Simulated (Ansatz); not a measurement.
`O=[C](S)[SbH2]` + `BN` → `BNC(=O)S` + `[SbH3]` at 700 K and 1 bar (substitution at a C–Sb bond).

Program: Ansatz. Geometries: PBE0-D4/def2-TZVP. ΔE: electronic, gas phase. CBS: MP2 limit from def2 TZ/QZ plus the TZ coupled-cluster correction, frozen cores. This one scheme is used for every species. def2 core potentials past Kr. For Sb outer-core shells are correlated without core-valence functions, which leaves a few kJ/mol of doubt a bond. Each species was taken in one conformer, which may not be the lowest.

```
         species  CCSD(T)/CBS energy (Eh)  H − E (kJ/mol)  S (J/(mol·K))
`O=[C](S)[SbH2]`               -752.78484           146.4          434.7
            `BN`                -81.93499           163.7          282.2
      `BNC(=O)S`               -592.93396           220.3          420.9
        `[SbH3]`               -241.78682            81.5          275.4
```

H − E and S are ideal-gas, rigid-rotor, harmonic terms from PBE0-D4/def2-TZVP, for one conformer and one mirror image of each species. 1 Eh = 2625.50 kJ/mol, R = 8.31446 J/(mol·K).

Q: By hand: ΔE, ΔH, ΔS and ΔG.

A: ΔE = (-592.93396) + (-241.78682) − (-752.78484) − (-81.93499) = -0.00095 Eh = -2.5 kJ/mol. Δ(H − E) = 220.3 + 81.5 − 146.4 − 163.7 = -8.3, so ΔH = -10.8 kJ/mol. ΔS = 420.9 + 275.4 − 434.7 − 282.2 = -20.6 J/(mol·K). ΔG = -10.8 − 700 × (-20.6)/1000 = 3.6 kJ/mol.

Q: By hand: the equilibrium constant, and the temperature at which ΔG would vanish if ΔH and ΔS stayed fixed.

A: log₁₀ K = −ΔG/(RT ln 10) = -0.3. ΔG = 0 at ΔH/ΔS = 524 K.

TΔS isn't small against ΔH here. The sign of ΔG lies within the doubt. A doubt of 5 kJ/mol in ΔE shifts log₁₀ K by 0.4 here. Other conformers and mirror images would add mixing entropy, several J/(mol·K) or more a flexible species. These are equilibria of isolated gas molecules and say nothing of rates. Largest T1 diagnostic: 0.017 (customary marks: 0.02 for closed shells, 0.045 for open ones).
